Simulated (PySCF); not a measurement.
Trimethylboroxine, C₃H₉B₃O₃, SMILES CB1OB(C)OB(C)O1 at its GFN2-xTB optimised geometry (Å):

```
18

C      2.5516     0.0257    -0.0088
B      0.9644     0.0060     0.0091
O      0.2812    -1.1774     0.0202
B     -1.0858    -1.2078     0.0195
C     -1.8593    -2.5938     0.0352
O     -1.7690    -0.0242     0.0088
B     -1.1119     1.1745     0.0000
C     -1.9171     2.5425     0.0000
O      0.2550     1.1745     0.0000
H      2.9709    -0.9023     0.3665
H      2.9467     0.8508     0.5761
H      2.9118     0.1578    -1.0267
H     -1.6659    -3.1284     0.9619
H     -1.5201    -3.2377    -0.7717
H     -2.9320    -2.4604    -0.0591
H     -1.5121     3.2377    -0.7298
H     -2.9709     2.3921    -0.2109
H     -1.8382     3.0267     0.9706
```

Calculation: PBE0/def2-SVP run with PySCF 2.14.0. Cells within 0.4 Å of a nucleus heavier than hydrogen are left out (blank, or x).

Map of the log10 of the electron density (e/bohr³), floored at −4 on the plane z = 0.0 Å:

```
|00000000000000000000000000000|
|00000000000000000000000000000|
|00000000111100000000000000000|
|00000012333321000000000000000|
|00000223455432100000000000000|
|00002345677643100000000000000|
|00013467788753211000000000000|
|000246788x8764333210000000000|
|000246888xx765555421111100000|
|00024577888876777542333210000|
|00013456678878998644455431000|
|00001344678xx9xx9755666542000|
|00000235678x88998767787642100|
|00000246899877888888888643100|
|000002469xx97677xx88xx8643100|
|00000246899877788878888643100|
|00000235688888999767788643100|
|00001234577xx9xx9755677642000|
|00012455678x88998644555431000|
|00013567788876777543333320000|
|000246888xx865555421111100000|
|000246788xx764333210000000000|
|00013567788754211000000000000|
|00002345677653200000000000000|
|00000233455532100000000000000|
|00000012333321000000000000000|
|00000000122110000000000000000|
|00000000000000000000000000000|
|00000000000000000000000000000|
```
Scale: ten equal steps from -4.00 (start of '0') to -0.155 (end of '9'), in the order '0123456789'; x runs from -5.50 to 5.50, y from -5.50 (bottom) to 5.50 (top).
